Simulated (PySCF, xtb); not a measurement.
C3H4BF3, SMILES B(F)(F)/C=C(/F)C.

GFN2-xTB in xtb at its own geometry gives an orbital gap of 4.06 eV and a dipole moment of 1.88 D.

Coordinates come from a PBE-D3(BJ)/def2-SVP optimisation. The structure was generated by enumeration; whether it is a known compound was not checked. The values are those of a single conformer.

### Question
What does HF/def2-TZVP (PySCF) give? (An estimate is asked for; the answer gives what the named calculation found.)

### Answer
gap 13.01 eV (levels -10.63 and 2.37 eV), dipole 1.93 D.
